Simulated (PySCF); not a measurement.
## Relative stability

The two ends of one reaction step of CH5FZn, singlet (PBE0-D4/def2-TZVP).

A:

```xyz
8
angstrom
Zn -0.0058 0.1338 0.6249
H 0.6185 -0.5647 1.8759
C -0.8015 1.0457 -0.8826
H 1.3577 -1.8419 1.2614
F 1.6958 -2.4975 0.6821
H -1.3710 1.9197 -0.5581
H -0.0292 1.3803 -1.5792
H -1.4775 0.3780 -1.4220
```

B:

```
8
angstrom
Zn 0.4824 -0.7136 -0.4636
H 0.5370 -0.2602 2.7086
C -0.5762 0.7127 -1.1748
H 0.8963 -0.8395 2.3985
F 1.4571 -2.0296 0.1748
H -0.9770 1.3236 -0.3643
H 0.0286 1.3481 -1.8239
H -1.4096 0.3143 -1.7561
```

PySCF 2.14 with density fitting (its default auxiliary sets; JK sets also for MP2 and CCSD(T)); basis: def2-TZVPP; cores frozen in the correlated methods. The 3s and 3p shells of Cu and Zn are frozen; filled d shells are correlated. B3LYP uses VWN-RPA correlation.

Problem. Which structure is lower at CCSD(T), and by how much? (Judge from chemistry; the value comes from the calculation.)

Solution. By the calculation: B, by 11.86 kcal/mol (electronic energy, against the other). By their contacts, A is a complex of CH₄Zn ([CH3][ZnH]) + HF and B is a complex of CH₃FZn ([CH3][Zn][F]) + H₂.

All methods give the same order:

```json
{"method": "SPW92", "E(B) − E(A) (kcal/mol)": "-7.84"}
{"method": "PBE-D4", "E(B) − E(A) (kcal/mol)": "-11.37"}
{"method": "r2SCAN-D4", "E(B) − E(A) (kcal/mol)": "-13.64"}
{"method": "PBE0-D4", "E(B) − E(A) (kcal/mol)": "-10.43"}
{"method": "B3LYP-D4", "E(B) − E(A) (kcal/mol)": "-12.76"}
{"method": "BHLYP-D4", "E(B) − E(A) (kcal/mol)": "-12.47"}
{"method": "wB97M-V", "E(B) − E(A) (kcal/mol)": "-12.14"}
{"method": "HF", "E(B) − E(A) (kcal/mol)": "-13.66"}
{"method": "MP2", "E(B) − E(A) (kcal/mol)": "-12.68"}
{"method": "CCSD", "E(B) − E(A) (kcal/mol)": "-11.85"}
{"method": "CCSD(T)", "E(B) − E(A) (kcal/mol)": "-11.86"}
```

T1 diagnostic: at most 0.016.

Labels in which every atom is bracketed show which atoms are joined, not bond orders.

For scale, one of the runs: CCSD(T)/def2-TZVPP, 196 basis functions, launched by `OMP_NUM_THREADS=4 python run.py`. The run took 12 min on 4 CPU threads of an Intel Xeon (shared host), with 2.6 GiB of host memory at its peak.
